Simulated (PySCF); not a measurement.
Atom-mapped SMILES (the numbers label the heavy atoms): `[F:1][BH:2][c:3]1[cH:4][cH:5][cH:6][s:7]1`. Hydrogens are named by the atom that carries them.

Geometry: PBE0-D3(BJ)/def2-SVP; GIAO absolute shieldings from PySCF 2.14, gas phase, non-relativistic, averaged over equivalent atoms.

At LDA/pcSseg-1 (146 basis functions, 22 s wall time on 1 thread of an Arm Neoverse N1, shared host):
```
atoms  σ (ppm)
   F1    183.3
   B2     48.6
   C3     27.9
   C6     31.5
   C4     36.4
   C5     43.3
   S7    173.3
H(C4)    22.86
H(C6)    23.20
H(C5)    23.43
H(B2)    25.06
```

Question: Estimate the result of repeating the calculation with LC-wPBE/pcSseg-1.

Answer: 
```tsv
atoms	σ at LC-wPBE/pcSseg-1	change
F1	222.1	+38.8
B2	56.2	+7.6
C3	38.7	+10.8
C6	33.6	+2.1
C4	38.4	+2.0
C5	51.4	+8.1
S7	226.9	+53.6
H(C4)	23.26	+0.40
H(C6)	23.46	+0.26
H(C5)	23.96	+0.53
H(B2)	25.79	+0.73
```

The largest change is at S7 (aromatic ring sulfur). Cost: 146 basis functions, 34 s wall time on 1 thread of an Arm Neoverse N1, shared host. The order of the carbon signals changes between the two levels.

A carbon bonded to boron is broadened by the quadrupolar boron nucleus and is often missing from a measured spectrum.
